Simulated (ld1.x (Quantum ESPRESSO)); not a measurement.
**Ranking TM potentials for P (Z = 15)**

All share these settings but for the change named:

* Element: P (Z = 15)
* Generator: ld1.x (Quantum ESPRESSO) 7.5
* Type: norm-conserving Troullier–Martins (Kleinman–Bylander form)
* Functional: PBEsol
* Relativity: scalar-relativistic
* Frozen core: [Ne]
* Valence charge: 5
* Reference configuration: 3s2 3p3
* Partial waves: 3s (bound): rc 1.70 bohr; 3p (bound): rc 1.55 bohr
* Local potential: all-electron potential smoothed inside 1.50 bohr (lloc = -1)
* Core correction: Bessel-smoothed model core, default radius (core density twice the valence density)

Cutoff: the first of the cutoffs (Ry, on a coarse ladder) from which the occupation-weighted sum of valence levels, in a spherical-Bessel basis at the reference potential, stays within 10 and 1 mRy of its value at 400 Ry; the density cutoff is not measured.

The base gives 18 Ry.

Of 6 variants that were run, those that failed, showed a ghost or another fault, or gave nearly equal values are left out.

A variant can come out equal or close to the base.

Rank these variants from softest to hardest (loose cutoff).
A. wave 3s (bound): rc 1.70 bohr becomes 3s (bound): rc 1.50 bohr
B. wave 3s (bound): rc 1.70 bohr becomes 3s (bound): rc 1.66 bohr
C. wave 3s (bound): rc 1.70 bohr becomes 3s (bound): rc 2.20 bohr
D. wave 3s (bound): rc 1.70 bohr becomes 3s (bound): rc 1.16 bohr
E. wave 3s (bound): rc 1.70 bohr becomes 3s (bound): rc 2.52 bohr

E (10 Ry), C (15 Ry), B (18 Ry), A (21 Ry), D (55 Ry).
